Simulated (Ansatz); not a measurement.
Cost and result for the atomization energy of C₂H₃BCl₂O₂ (`CC(=O)OB(Cl)Cl`) (10 atoms, 9 bonds).

```xyz
10

C     0.764    1.329   -0.668
C    -0.032    0.069   -0.683
O    -0.209   -0.658   -1.605
O    -0.623   -0.150    0.546
B    -0.834   -1.345    1.152
Cl   -2.003   -1.380    2.448
Cl    0.066   -2.784    0.755
H     0.130    2.157   -0.346
H     1.168    1.521   -1.658
H     1.574    1.241    0.060
```

Charge 0, multiplicity 1. Geometry: relaxed with PBE0-D4/def2-TZVP. It is one conformer, not always the lowest. Program: Ansatz. All runs use 4 threads of an Arm Neoverse V2 on a shared host. Times are those of one run each, without the atoms' runs, and a repeat can differ threefold. Electronic energies, without spin–orbit coupling; frozen cores. CCSD(T)/CBS adds CCSD(T) − MP2 in def2-TZVPP to the MP2 limit, and its time is that of the two runs behind it. T1 = 0.014. B3LYP takes the VWN-RPA correlation (the form of Gaussian; ORCA's B3LYP/G).

CCSD(T)/CBS is a level of theory with its own doubt, some kJ/mol a heavy atom from the limit and from the frozen cores, so smaller differences don't rank the functionals.

| level | functions | wall time |
| --- | --- | --- |
| revPBE-D4/def2-TZVPP | 281 | 2.9 s |
| PBE0-D4/def2-TZVPP | 281 | 4.8 s |
| CAM-B3LYP-D4/def2-TZVPP | 281 | 6 s |
| r2SCAN-D4/def2-TZVPP (with forces) | 281 | 7.5 s |
| B3LYP-D4/def2-TZVPP (with forces) | 281 | 8 s |
| r2SCANh-D4/def2-TZVPP | 281 | 8.5 s |
| ωB97X-V/def2-TZVPP | 281 | 12 s |
| CCSD(T)/def2-SVP | 121 | 13 s |
| B97M-V/def2-TZVPP | 281 | 14 s |
| ωB97M-V/def2-TZVPP (with forces) | 281 | 17 s |
| MP2/def2-QZVPP | 515 | 33 s |
| CCSD(T)/def2-TZVPP | 281 | 7.6 min |
| CCSD(T)/CBS(def2) | – | 8.2 min |

**Question.** What atomization energy does each give, and how far from CCSD(T)/CBS? (Best estimate.)

**Answer.** Ansatz gave: 
| level | atomization (kcal/mol) | difference from CCSD(T)/CBS | per bond |
| --- | --- | --- | --- |
| revPBE-D4/def2-TZVPP | 1031.0 | 10.9 | 1.2 |
| PBE0-D4/def2-TZVPP | 1034.3 | 14.2 | 1.6 |
| CAM-B3LYP-D4/def2-TZVPP | 1025.8 | 5.7 | 0.6 |
| r2SCAN-D4/def2-TZVPP (with forces) | 1035.9 | 15.8 | 1.8 |
| B3LYP-D4/def2-TZVPP (with forces) | 1019.6 | -0.5 | -0.1 |
| r2SCANh-D4/def2-TZVPP | 1025.6 | 5.5 | 0.6 |
| ωB97X-V/def2-TZVPP | 1026.1 | 6.0 | 0.7 |
| CCSD(T)/def2-SVP | 978.3 | -41.8 | -4.6 |
| B97M-V/def2-TZVPP | 1032.6 | 12.5 | 1.4 |
| ωB97M-V/def2-TZVPP (with forces) | 1030.3 | 10.2 | 1.1 |
| MP2/def2-QZVPP | 1049.5 | 29.4 | 3.3 |
| CCSD(T)/def2-TZVPP | 992.9 | -27.2 | -3.0 |
| CCSD(T)/CBS(def2) | 1020.1 | 0.0 | 0.0 |

From r2SCAN to r2SCAN0 (25 % exact exchange), in def2-TZVPP and without D4, the atomization energy moves by −25.4 kcal/mol: exact exchange takes away binding that semilocal exchange gives to molecules. Leaving LDA and LC-ωPBE aside and taking each functional with its dispersion term where it has one, the values, not all of them listed here, spread over 84.9 kcal/mol, from BHLYP-D4 to PBE-D4. LDA lies +145.9 kcal/mol from PBE without D4, its usual overbinding. At CCSD(T), def2-SVP lies −41.8 kcal/mol from the extrapolated value and def2-TZVPP −27.2 kcal/mol: correlation converges slowly with the basis, and small sets miss more of it in the bonded molecule than in its fragments.
